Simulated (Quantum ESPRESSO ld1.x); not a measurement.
Species: Pb71+. Configuration: [Ne] 3s1 (the NIST ground configuration). Calculated with ld1.x of Quantum ESPRESSO 7.5: Dirac Kohn-Sham, PBE, spin-unpolarised, spherical densities, point nucleus. Some entries of the table are withheld. Estimate them.

| orbital | occ. | eigenvalue (hartree) | <r> (bohr) |
|---|---|---|---|
| 1s1/2 | 2 | (1) | 0.01603 |
| 2s1/2 | 2 | -810.0809 | 0.06593 |
| 2p1/2 | 2 | (2) | (3) |
| 2p3/2 | 4 | (4) | (5) |
| 3s1/2 | 1 | -334.6211 | (6) |

Answer. 
(1) 1s1/2 eigenvalue (hartree): -3479.8692
(2) 2p1/2 eigenvalue (hartree): -790.7537
(3) 2p1/2 <r> (bohr): 0.05400
(4) 2p3/2 eigenvalue (hartree): -707.5794
(5) 2p3/2 <r> (bohr): 0.06256
(6) 3s1/2 <r> (bohr): 0.1591
